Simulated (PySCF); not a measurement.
# One molecule, several mistakes: BCH7NSi

Calculated results; nothing here was measured. The program is PySCF 2.14.0, an open-source quantum chemistry code, run on an isolated molecule that a program drew, which may never have been made. The molecule is BCH7NSi (charge 0, doublet), drawn as the SMILES string `[CH2]BN[SiH3]`.

Each row is a Hartree-Fock (HF) and frozen-core CCSD(T) single point in the cc-pV(D+d)Z basis, meant for a local HF minimum. Run 1 is clean. Each other run has one planted mistake out of seven kinds, and not every kind appears here: one electron removed, one electron added, multiplicity raised by two, geometry at a saddle point, minimal basis STO-3G, one bond length entered in bohr, all coordinates scaled. The reference is restricted for singlets and unrestricted otherwise, and also for a bond in bohr. Adding or removing an electron swaps singlet and doublet. Electrons count all cores. HOMO and LUMO are orbital energies over both spins, the gradient is its largest component, and the lowest frequency (negative if imaginary) is given only where the gradient is small. Bond lengths are over the 10 bonds as drawn. T1 is the CCSD diagnostic: over 0.02 (restricted) or 0.045 (unrestricted) a single reference is doubtful.

Geometry of the clean run:
```xyz
11
BCH7NSi, angstrom
C     0.3225   -1.8606    1.0819
B    -0.2665   -1.9186   -0.3543
N     0.3735   -1.3151   -1.4665
Si    1.8663   -0.4162   -1.5450
H    -0.1788   -2.3280    1.9233
H     1.2531   -1.3624    1.3433
H    -1.3067   -2.4957   -0.5445
H    -0.1046   -1.4220   -2.3414
H     3.0226   -1.2361   -1.1203
H     2.0507   -0.0069   -2.9550
H     1.8241    0.7894   -0.6882
```

| run | electrons | basis functions | <S^2> | HOMO (eV) | LUMO (eV) | gradient (hartree/bohr) | lowest frequency (cm^-1) | mean bond (Å) | longest bond (Å) | T1 | HF (hartree) | CCSD(T) (hartree) | mistake |
|---|---|---|---|---|---|---|---|---|---|---|---|---|---|
| 1 | 39 | 100 | 0.760 | -10.13 | 1.97 | 9.1e-06 | 75 | 1.3535 | 1.744 | 0.0149 | -410.04769 | -410.59024 | no fault |
| 2 | 39 | 31 | 0.765 | -8.34 | 6.39 | 4.1e-02 | - | 1.3535 | 1.744 | 0.0198 | -405.22066 | -405.44677 | minimal basis STO-3G |
| 3 | 39 | 100 | 1.561 | -8.80 | 1.60 | 1.0e-02 | - | 1.4851 | 2.796 | 0.0476 | -409.93343 | -410.46779 | one bond length entered in bohr |
| 4 | 40 | 100 | 0.000 | -0.74 | 8.33 | 1.0e-01 | - | 1.3535 | 1.744 | 0.0157 | -410.01489 | -410.60420 | one electron added |
| 5 | 38 | 100 | 0.000 | -16.30 | -7.13 | 8.0e-02 | - | 1.3535 | 1.744 | 0.0396 | -409.73034 | -410.26856 | ? |
| 6 | 39 | 100 | 0.758 | -10.19 | 1.97 | 8.1e-02 | - | 1.2520 | 1.613 | 0.0134 | -409.97811 | -410.50959 | ? |

**Which mistake was planted in run 5, and what did it cost?**

It counts 38 electrons, one fewer than the clean run, at the same geometry and basis. So the mistake is: one electron removed. Subtracting run 1 and multiplying by 627.51 kcal/mol a hartree, the energy moved by 199.1 kcal/mol in HF and 201.9 kcal/mol in CCSD(T).

**Which mistake was planted in run 6, and what did it cost?**

The mean and the longest bond both change by the same factor, 0.925, and the gradient is no longer small. So the mistake is: all coordinates scaled. Subtracting run 1 and multiplying by 627.51 kcal/mol a hartree, the energy moved by 43.7 kcal/mol in HF and 50.6 kcal/mol in CCSD(T).

Cautions from the logs. Run 3: T1 is over the limit, so its CCSD(T) energy is less reliable; run 5: T1 is over the limit, so its CCSD(T) energy is less reliable.
